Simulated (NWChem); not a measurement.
# sulfur difluoride (SF2); SMILES FSF

Computed with NWChem. Coordinates come from a PBE-D3(BJ)/def2-SVP optimisation. Solvent water, SMD (1 M gas to 1 M solution), gas-phase geometry.

### Question
Estimate the computed values for M06-2X/cc-pVQZ. Quantities: solvation free energy (kcal/mol); cavity-dispersion-structure term (kcal/mol); dipole in solution (D).

### Answer
- solvation free energy (kcal/mol) = 0.5
- cavity-dispersion-structure term (kcal/mol) = 1.7
- dipole in solution (D) = 1.63
